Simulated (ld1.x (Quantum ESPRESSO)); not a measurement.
Ti (Z = 22): TM pseudisation with PBE, scalar-relativistic reference atom.

| Item | Value |
| --- | --- |
| Element | Ti (Z = 22) |
| Generator | ld1.x (Quantum ESPRESSO) 7.5 |
| Type | norm-conserving Troullier–Martins (Kleinman–Bylander form) |
| Functional | PBE |
| Relativity | scalar-relativistic |
| Frozen core | [Ne] |
| Valence charge | 12 |
| Reference configuration | 3s2 3p6 3d2 4s2 4p0 |
| Partial waves | 3s (bound): rc 1.10 bohr; 3d (bound): rc 1.85 bohr; 3p (bound): rc 0.35 bohr |
| Local potential | the p channel |
| Core correction | Bessel-smoothed model core inside 0.35 bohr |

Occupied shells without a wave of their own: 4s. They enter only through the test configuration that unscreens the potential, and ld1.x also counts them in the model core charge.

(1) Is a potential produced?

Answers

(1) No. ld1.x (Quantum ESPRESSO) 7.5 stopped with "run_pseudo: Errors in PS-KS equation": the pseudo-atom solver did not find the valence states with the expected number of nodes, which is the usual sign of a ghost state. The 3p radius of 0.35 bohr lies inside the outermost node of the all-electron wave at 0.37 bohr. Before that it printed "Warning: n=1, l=0 expected 0 nodes, found 2".
